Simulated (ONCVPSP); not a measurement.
## nickel, ONCV: configuration errors across variants

ONCVPSP 4.0.1 input, shortened (lines: element, Z, core and valence counts, functional; n l f; lmax; l rc ep ncon nbas qcut; lloc lpopt rc5 dvloc0; l nproj debl; icmod fcfact rcfact), PBE, non-relativistic:

```
  Ni 28.00    3    5        4      upf
    1    0    2.00
    2    0    2.00
    2    1    6.00
    3    0    2.00
    3    1    6.00
    3    2    8.00
    4    0    1.00
    4    1    1.00
    2
    0    1.50    0.00    4    9    9.10
    1    1.55    0.00    4    8    8.60
    2    1.50    0.00    4    9    9.30
    4    5    1.35    0.00
    0    2    2.50
    1    2    3.90
    2    1    0.50
    3    1.75    1.35
```

All-electron excitation energies from the reference (eV): (1) 3s2 3p6 3d8 4s2 4p0 -4.429; (2) 3s2 3p6 3d8 4s1 4p0 4.722; (3) 3s2 3p6 3d8 4s0 4p0 21.794; (4) 3s2 3p6 3d8 4s0 4p1 10.194.

Errors AE − PS in meV (a dash: test not solved or not reliable):

```json
{"change": "base", "(1)": "+0.2", "(2)": "+0.3", "(3)": "+3.9", "(4)": "+0.8", "bound ghosts": "none", "GHOST(+) flags above zero": "none"}
{"change": "p: qcut 5.2", "(1)": "-0.2", "(2)": "+0.3", "(3)": "+2.5", "(4)": "+0.1", "bound ghosts": "none", "GHOST(+) flags above zero": "none"}
{"change": "p: qcut 8.1", "(1)": "+0.2", "(2)": "+0.3", "(3)": "+3.8", "(4)": "+0.7", "bound ghosts": "none", "GHOST(+) flags above zero": "none"}
{"change": "p: qcut 8.8", "(1)": "+0.2", "(2)": "+0.3", "(3)": "+4.0", "(4)": "+0.8", "bound ghosts": "none", "GHOST(+) flags above zero": "none"}
{"change": "p: qcut 9.9", "(1)": "+0.2", "(2)": "+0.3", "(3)": "+4.0", "(4)": "+0.9", "bound ghosts": "none", "GHOST(+) flags above zero": "none"}
{"change": "p: qcut 11.8", "(1)": "+0.3", "(2)": "+0.3", "(3)": "+4.1", "(4)": "+1.0", "bound ghosts": "none", "GHOST(+) flags above zero": "none"}
{"change": "p: qcut 13.1", "(1)": "+0.3", "(2)": "+0.3", "(3)": "+4.1", "(4)": "+1.0", "bound ghosts": "none", "GHOST(+) flags above zero": "none"}
```

Q: Give the same row for: p: qcut 6.4.

A: 0.0, +0.3, +3.3, +0.4; bound ghosts: none; GHOST(+) flags above zero: none.
